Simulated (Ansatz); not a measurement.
`B[CH](C)[ZnH]` + H–F → `C[CH](F)[ZnH]` + BH₃  (substitution at a C–B bond)

Program: Ansatz. Geometries: PBE0-D4/def2-TZVP. ΔE: electronic, gas phase. CBS: MP2 limit from def2 TZ/QZ plus the TZ coupled-cluster correction, frozen cores. This one scheme is used for every species. Functionals use def2-TZVPP. B3LYP here is the variant with VWN-RPA as its local correlation; programs differ in this. For Zn outer-core shells are correlated without core-valence functions, which leaves a few kJ/mol of doubt a bond. Scalar relativity is left out up to krypton.

`B[CH](C)[ZnH]`:

```xyz
11

B     0.517   -1.276   -0.463
C    -0.091   -0.290    0.467
C    -1.356    0.498    0.201
Zn    1.565    0.803   -0.100
H     1.460   -1.940   -0.104
H     0.171   -1.340   -1.614
H     0.161   -0.362    1.533
H    -1.336    1.522    0.590
H    -2.207    0.005    0.683
H    -1.575    0.546   -0.868
H     2.690    1.834   -0.326
```

H–F:

Z-matrix (Å, degrees):
```
F
H 1 0.920
```

`C[CH](F)[ZnH]`:

```xyz
9

C    -1.132   -0.180   -0.047
C     0.282   -0.207    0.483
F     0.328    0.576    1.661
Zn    1.692    0.503   -0.714
H    -1.435    0.822   -0.359
H    -1.215   -0.842   -0.915
H    -1.842   -0.527    0.711
H     0.525   -1.227    0.801
H     2.797    1.083   -1.622
```

BH₃:

Cartesian coordinates in Å:
```
B 0.000 0.000 0.000
H 0.079 1.187 0.094
H -0.075 -0.673 0.983
H -0.005 -0.514 -1.077
```

Task: Is it downhill or uphill in electronic energy at CCSD(T)/CBS, and by how much? (An estimate is asked.)

Result: The calculation gave: Uphill: ΔE = +38.4 kcal/mol.

Task: What do these levels give: PBE-D4, ωB97M-V, B2PLYP, B3LYP, MP2/def2-TZVPP, SCS-MP2/def2-TZVPP? (Best estimate.)

Result: The calculation gave: PBE-D4 37.9, ωB97M-V 35.4, B2PLYP 34.6, B3LYP 31.9, MP2/def2-TZVPP 41.0, SCS-MP2/def2-TZVPP 36.8 kcal/mol.

Largest T1 diagnostic among the species: 0.014.

The D4 term adds +1.8 kcal/mol with B3LYP and +1.0 kcal/mol with PBE0; it sums over pairs of atoms, weighted by their polarisabilities, and B3LYP, whose exchange is more repulsive, gets the larger term. In def2-TZVPP, CCSD(T) changes the Hartree–Fock value by +11.4 kcal/mol (the triples alone add +1.6 kcal/mol) and MP2 by +14.5 kcal/mol.
